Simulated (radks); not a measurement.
Question: The chlorine anion Cl-, [Ar], held by a Watson sphere: a shell of charge +1 at radius R that stands for the Madelung well of a crystal (potential energy -1/R inside, -1/r outside, in hartree with lengths in bohr). All-electron calculation, non-relativistic Kohn-Sham, PBE, spin-polarised, spherical densities, point nucleus. Program: a radial shooting solver on a logarithmic mesh with Libxc functionals. Response by self-consistent Sternheimer equations with the Hartree and adiabatic LDA kernel. The sphere does not respond.

| R (bohr) | e(2p) (eV) | e(3s) (eV) | e(3p) (eV) | <r> 3p (bohr) | sum of <r^2> (bohr^2) | X-ray form factor at sin(theta)/lambda = 0.3 1/angstrom | alpha (bohr^3) |
|---|---|---|---|---|---|---|---|
| 1.93 | -189.66 | -20.891 | -9.165 | 1.862 | 32.35 | 9.581 | 17.18 |
| 2.04 | -189.61 | -20.665 | -9.000 | 1.876 | 32.80 | 9.567 | 17.84 |
| 2.75 | -189.10 | -19.305 | -7.853 | 1.949 | 35.29 | 9.534 | 22.62 |
| 3.08 | -188.76 | -18.750 | -7.332 | 1.974 | 36.18 | 9.533 | 25.01 |
| 3.84 | -187.91 | -17.658 | -6.261 | 2.013 | 37.71 | 9.538 | 30.38 |
| 4.36 | -187.37 | -17.043 | -5.646 | 2.029 | 38.43 | 9.540 | 33.73 |
| 4.42 | -187.31 | -16.979 | -5.581 | 2.031 | 38.50 | 9.540 | 34.10 |

Estimate the row for R = 3.71 bohr.

Answer: e(2p) (eV) -188.06; e(3s) (eV) -17.827; e(3p) (eV) -6.430; <r> 3p (bohr) 2.008; sum of <r^2> (bohr^2) 37.49; X-ray form factor at sin(theta)/lambda = 0.3 1/angstrom 9.537; alpha (bohr^3) 29.49.
